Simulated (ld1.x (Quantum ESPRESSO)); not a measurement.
## Which setting gave this result? (platinum (Pt), ultrasoft)

Base potential:

```
Element                 : platinum (Pt)
Generator               : ld1.x (Quantum ESPRESSO) 7.5
Type                    : ultrasoft
Functional              : PW91
Relativity              : scalar-relativistic
Frozen core             : [Xe] 4f14
Valence charge          : 10
Reference configuration : 5d9 6s0.5 6p0 (charge +0.5)
Partial waves           : 6s (bound): rcut 1.85, rcutus 2.55 bohr; 6s channel at 0.5 Ry: rcut 1.85, rcutus 2.55 bohr; 6p (bound, empty): rcut 2.55, rcutus 2.90 bohr; 6p channel at 0.4 Ry: rcut 2.55, rcutus 2.90 bohr; 5d (bound): rcut 1.40, rcutus 1.55 bohr; 5d channel at 0.1 Ry: rcut 1.40, rcutus 1.55 bohr
Local potential         : all-electron potential smoothed inside 1.65 bohr (lloc = -2)
Core correction         : a·sin(br)/r model core inside 1.25 bohr
Augmentation charge     : PSQ, inside the norm-conserving radii
```

Cutoffs, loose and tight: the cutoffs (Ry, on a coarse ladder) from which the occupation-weighted sum of valence levels, in a spherical-Bessel basis at the reference potential, stays within 10 and 1 mRy of its value at 400 Ry. They do not see the model core or the augmentation charge, which bear on the density cutoff. Test errors are all-electron minus pseudo excitation energies from the reference, over the configurations 5d9 6s1 6p0; 5d9 6s0 6p0; 5d8 6s0 6p0; 5d7 6s0 6p0; 5d8 6s1 6p0; 5d6 6s0 6p0; 5d9.5 6s0.5 6p0; variants that change the core or the reference have their own tests.

Only the scale of all radii but the core radius (base = 1) is moved (1 further runs of the sweep failed or gave no value and are left out):

```csv
scale of all radii but the core radius (base = 1),"cutoff, loose","cutoff, tight",bound ghosts,largest test error (meV)
0.84,60 Ry,110 Ry,"s, p",-734
1.06,40 Ry,70 Ry,none,-724
1.19,35 Ry,50 Ry,none,-732
1.29,30 Ry,45 Ry,none,-717
1.35,25 Ry,40 Ry,none,-546
```

Q: One more run gave cutoff, loose: 50 Ry; cutoff, tight: 90 Ry; bound ghosts: none; largest test error (meV): -732. Which value of the scale of all radii but the core radius (base = 1) was used?

A: 0.96. The loose cutoff moves one way along this sweep, from 60 Ry at 0.84 to 25 Ry at 1.35, which places the run between 0.84 and 1.06.
